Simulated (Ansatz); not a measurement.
Reaction (ligand exchange at the In–O bond): `[CH3][In]([OH])[Cl]` + HBr → `[CH3][In]([Cl])[Br]` + H₂O

Gas-phase electronic energies from Ansatz, PBE0-D4/def2-TZVP geometries. CCSD(T)/CBS adds triple-zeta CCSD(T) − MP2 to the extrapolated MP2 energy (def2 sets, frozen cores). This one scheme is used for every species. DFT in def2-TZVPP. def2 core potentials past Kr. For Br, In outer-core shells are correlated without core-valence functions, which leaves a few kJ/mol of doubt a bond. Scalar relativity is left out up to krypton. One conformer a species, not always the lowest.

| level | ΔE (kJ/mol) |
| --- | --- |
| r2SCAN0-D4 | -119.8 |
| B2PLYP | -108.2 |

What does CCSD(T)/CBS give? (Estimate.)

Ansatz gave: -112.2 kJ/mol. The listed levels differ from it by -7.6, 4.0 kJ/mol.

Largest T1 diagnostic among the species: 0.014.

From r2SCAN to r2SCAN0 (25 % exact exchange), in def2-TZVPP and without D4, ΔE moves by −8.9 kJ/mol. Leaving LDA and LC-ωPBE aside and taking each functional with its dispersion term where it has one, the values, not all of them listed here, spread over 21.1 kJ/mol, from BHLYP-D4 to BLYP-D4.
